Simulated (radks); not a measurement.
Excited configurations of Xe: one electron is placed in a higher orbital outside [Kr] 4d10 5s2 5p5. The ground configuration is [Xe]. Method: scalar-relativistic Kohn-Sham, r2SCAN, spin-polarised, spherical densities, finite nucleus; open shells are filled with parallel spins first (spin-orbit coupling, left out, can overturn this in heavy ions); meta-GGA in the generalised Kohn-Sham scheme; Fermi nuclear charge, rms radius 4.7859 fm; computed with a radial shooting solver on a logarithmic mesh with Libxc functionals. Excitation = E - E(ground); binding = E(ion) - E, where the ion is the core of charge +1; n* = 1/sqrt(2 binding) in atomic units, and the quantum defect is n - n*.

outer orbital  excitation (eV)  binding (eV)     n*  quantum defect  eigenvalue (eV)  <r> (bohr)
5d                      10.646         2.019  2.596           2.404           -0.610       6.969
7s                      11.033         1.632  2.888           4.112           -1.009       12.93
7p                      11.437         1.228  3.329           3.671           -0.758       16.64

The Delta-SCF ionisation energy is 12.665 eV (NIST Atomic Spectra Database: 12.130 eV, measured). Self-interaction in the functional shifts the binding energies and quantum defects, so they are the method's values and not measured ones. Open shells are spherical and high-spin; term and fine-structure splittings are not resolved. Spin-orbit splitting is averaged out at the scalar-relativistic level.
